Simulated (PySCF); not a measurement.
**Orbital picture of LiBi⁺**

PBE at R = 3.035 Å; Li cc-pVDZ, Bi cc-pVDZ-PP with ECP60; scalar-relativistic core potentials (PySCF 2.14). State: ⁴Σ⁻ (quartet), unpaired electrons σ ↑, π ↑↑. Only the outer orbitals are listed, counted within each symmetry, core potentials removing the inner ones.

```tsv
spin	orbital	occ.	ε (eV)	on Li (%)	main shells (%)
α	5σ	1	-19.85	2	98 Bi s
α	6σ	1	-10.79	27	72 Bi p, 14 Li s, 11 Li p
α	3π	1	-9.86	4	96 Bi p
α	3π	1	-9.86	4	96 Bi p
α	7σ	0	-6.37	92	90 Li s
α	4π	0	-5.19	95	95 Li p
α	4π	0	-5.19	95	95 Li p
β	5σ	1	-18.31	2	98 Bi s
β	6σ	0	-9.05	30	70 Bi p, 17 Li s, 11 Li p
β	3π	0	-8.05	5	95 Bi p
β	3π	0	-8.05	5	95 Bi p
```

Task: Which are the highest filled and the lowest empty level, where do they sit, and how wide is the gap?

Result: Highest filled α 3π at -9.86 eV (in %: 96 Bi p); lowest empty β 6σ at -9.05 eV (in %: 70 Bi p, 17 Li s, 11 Li p); the gap at PBE is 0.81 eV.

```json
{
 "bond order (Mayer)": "0.59",
 "⟨S²⟩": "3.751",
 "charge on Li (Mulliken, basis-dependent)": "0.62",
 "charge on Li (Löwdin, basis-dependent)": "0.55",
 "dipole moment (positive dipole points towards Bi; it is taken about the centre of mass and depends on that origin)": "-10.17 D",
 "polarisability along the bond": "60.0 bohr³",
 "polarisability across the bond": "35.6 bohr³"
}
```

Spin–orbit coupling is left out, which matters for elements this heavy, above all for dissociation energies. The state is the lowest determinant that a PBE0 search found; another state may lie lower at other levels.
